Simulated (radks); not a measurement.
Question: The table gives one normalised radial function P(r) = r R(r) of B3+ in [He] (r in bohr). Calculated with a radial shooting solver on a logarithmic mesh with Libxc functionals: scalar-relativistic Kohn-Sham, BP86, spin-unpolarised, spherical densities, point nucleus.

r	P
0.02169	0.4092
0.02349	0.4392
0.02545	0.4711
0.02735	0.5015
0.02963	0.5371
0.03209	0.5746
0.03449	0.6101
0.03736	0.6515
0.04015	0.6904
0.04349	0.7355
0.04712	0.7824
0.05063	0.8262
0.05485	0.8764
0.05942	0.9280
0.06386	0.9755
0.06917	1.0292
0.07494	1.0835
0.08053	1.1325
0.08724	1.1868
0.09375	1.2351
0.1016	1.2875
0.11	1.3380
0.1182	1.3811
0.1281	1.4259
0.1387	1.4664
0.1491	1.4986
0.1615	1.5286
0.1736	1.5499
0.188	1.5662
0.2037	1.5741
0.2189	1.5733
0.2371	1.5630
0.2569	1.5422
0.2761	1.5143
0.2991	1.4729
0.324	1.4206
0.3482	1.3646
0.3771	1.2929
0.4053	1.2207
0.4391	1.1330
0.4756	1.0390
0.5111	0.9504
0.5537	0.8495
0.5998	0.7479
0.6446	0.6577
0.6983	0.5607
0.7564	0.4691
0.8129	0.3926
0.8806	0.3155
0.9464	0.2540
1.025	0.1949
1.111	0.1456
1.193	0.1092
1.293	0.0770

Which n and l does it have? It may be an empty orbital.

Answer: n = 1, l = 0: the number of nodes gives n - l - 1 = 0, the rise at small r (about r^(l+1)) gives l, and the extent must fit the shell. The curve is that of 1s. 1s: eigenvalue -231.70 eV, 0 radial nodes, <r> = 0.326 bohr, 90 % of the charge inside 0.585 bohr.
